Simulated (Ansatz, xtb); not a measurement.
# C5H8FO+: which of two isomers lies lower

Structure I is `C[C@H](C#[O+])CCF`, a singlet and structure II is `CC[C@H](C#[O+])CF`, a singlet. Both are isolated ions in the gas phase, relaxed with PBE0-D3(BJ)/def2-SVP, each in the lowest conformer that the search found.

Quicker runs give these differences E(II) − E(I): GFN2-xTB +38.1 kJ/mol; HF/STO-3G +47.4 kJ/mol (at GFN2-xTB geometries); r2SCAN-D4/def2-SVP +40.0 kJ/mol (at GFN2-xTB geometries).

**Question.** Estimate E(II) − E(I) at the level CCSD(T)/def2-SVP + ΔMP2/def2-TZVPP.

**Answer.** Calculated at CCSD(T)/def2-SVP + ΔMP2/def2-TZVPP: E(II) − E(I) = +30.3 kJ/mol, so structure I lies lower.

The same difference at several levels:

| level | geometry | E(II) − E(I) (kJ/mol) | departure from the last row (kJ/mol) | job, with rough time for the two |
| --- | --- | --- | --- | --- |
| GFN2-xTB | GFN2-xTB | +38.1 | +7.8 | optimisation, 0.15 s |
| HF/STO-3G | GFN2-xTB | +47.4 | +17.1 | single point, 0.36 s |
| r2SCAN-D4/def2-SVP | GFN2-xTB | +40.0 | +9.7 | single point, 3.7 s |
| PBE0-D3(BJ)/def2-SVP | PBE0-D3(BJ)/def2-SVP | +35.2 | +4.9 | optimisation, 43 s |
| HF/def2-SVP | PBE0-D3(BJ)/def2-SVP | +32.6 | +2.3 | part of the CCSD(T) run |
| MP2/def2-SVP | PBE0-D3(BJ)/def2-SVP | +32.8 | +2.5 | part of the CCSD(T) run |
| CCSD(T)/def2-SVP | PBE0-D3(BJ)/def2-SVP | +33.7 | +3.4 | single point |
| CCSD(T)/def2-SVP + ΔMP2/def2-TZVPP | PBE0-D3(BJ)/def2-SVP | +30.3 |  | single point, 72 s |

As drawn, both hold the same kinds of bond in the same numbers.

None of the levels shown reverses the order. The largest departure from CCSD(T)/def2-SVP + ΔMP2/def2-TZVPP is that of HF/STO-3G, 17.1 kJ/mol. The last row adds to CCSD(T) the change of the MP2 difference between the two basis sets, here −3.4 kJ/mol.

With thermal terms from frequencies at re-optimised GFN2-xTB minima (ideal gas, soft modes damped towards free rotors, one conformer each, 298.15 K, 1 atm): the zero-point term adds −1.8 kJ/mol; ΔH is +29.5 and ΔG +25.8 kJ/mol.

The correlated steps freeze 7 core orbitals. Codes used: Ansatz 0.2.0, xtb 6.7.1; the last row on 4 threads of Arm Neoverse V1 on a shared host.
